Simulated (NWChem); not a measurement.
System: GeBrF3; SMILES [Br][Ge]([F])([F])[F]

The following NWChem deck was run.

```
start job
memory heap 200 mb stack 900 mb global 1100 mb
geometry units angstroms noautosym nocenter noautoz
  F     -0.470220    -1.514155    -1.299845
  Ge     0.000000     0.000000    -0.666537
  F     -1.076187     1.164300    -1.299845
  F      1.546407     0.349855    -1.299845
  Br     0.000000     0.000000     1.574692
end
basis spherical
  F library sto-3g
  Ge library sto-3g
  Br library sto-3g
end
dft
  xc hfexch
  iterations 150
end
property
  shielding 3 1 2 5
end
task dft property
```

STO-3G and 3-21G are far too small for this property and stand as cheap habits. All runs use the structure optimised with PBE0/def2-SVP.

GIAO values for the isolated, static molecule; σ is the absolute isotropic shielding, δ = σ(reference) − σ with the isolated reference molecule computed at the same levels (19F: trichlorofluoromethane). Spin-orbit effects, on the heavy nuclei and on their neighbours, are missing.

Atoms are numbered as in the input.

**Question.** Give the results of this calculation. (Hartree-Fock/STO-3G, GIAO.) Quantities: δ F1 (ppm); σ Ge2 (ppm); σ Br5 (ppm).

**Answer.** 
```
Property      Value
-----------  ------
δ F1 (ppm)   -189.3
σ Ge2 (ppm)  2244.4
σ Br5 (ppm)  3295.0
```
